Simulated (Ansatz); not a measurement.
Mulliken charges of CHClNSn (`N#[C][SnH][Cl]`) radical from ωB97M-V/def2-TZVPP in Ansatz (PBE0-D4/def2-TZVP geometry).

```csv
atom,x (Å),y (Å),z (Å),charge (e)
N1,1.306,-1.472,1.494,-0.029
C2,0.812,-0.790,0.705,-0.337
Sn3,0.052,0.430,-0.855,0.709
Cl4,-2.142,-0.289,-1.119,-0.305
H5,0.022,2.047,-0.267,-0.038
```

Problem. By hand: the dipole of these point charges (1 e Å = 4.8032 D).

Solution. Σ q r = (0.378, 0.624, -0.536) e Å, of length 0.905 e Å = 4.35 D.

Problem. How does the dipole of the full density compare? (An estimate is asked.)

Solution. The calculation gave: (0.082, 0.613, -0.587) e Å, 4.10 D; the point charges give 1.06 times that, at 19° from its direction.

Point charges leave out the atoms' own dipoles, such as those of lone pairs, and Mulliken's split depends on the basis, so the two needn't agree.
